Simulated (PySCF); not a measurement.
CH2AlF3O, SMILES [OH][AlH][C](F)(F)F.

Geometry: PBE-D3(BJ)/def2-SVP. The structure was generated by enumeration; whether it is a known compound was not checked. Other conformers were not sampled.

All values below come from PBE-D3(BJ)/def2-SVP (PySCF).

Frequencies are harmonic and unscaled.

```csv
mode,ν (cm⁻¹),IR (km/mol),moving atoms (share of kinetic energy)
1,14,0.8,"O 37 %, F 31 %, Al 19 %, H 13 %"
2,115,0.8,"F 49 %, O 35 %"
3,131,0.0,"F 65 %, H 15 %, Al 10 %, C 10 %"
4,232,1.6,"F 46 %, O 25 %, Al 17 %"
5,369,28.0,"Al 57 %, F 33 %, H 10 %"
6,381,46.3,H 86 %
7,464,150.2,"H 57 %, F 25 %, Al 12 %"
8,486,50.8,"F 71 %, H 22 %"
9,507,36.4,"F 68 %, H 18 %"
10,520,155.4,"H 64 %, F 21 %, O 8 %"
11,651,123.0,"H 79 %, O 13 %"
12,700,0.9,"F 83 %, C 10 %"
13,861,124.8,"O 47 %, Al 40 %, H 10 %"
14,1034,209.0,"C 70 %, F 30 %"
15,1074,186.0,"C 72 %, F 28 %"
16,1176,132.0,"C 75 %, F 22 %"
17,1917,146.7,H 96 %
18,3817,95.8,H 94 %
```
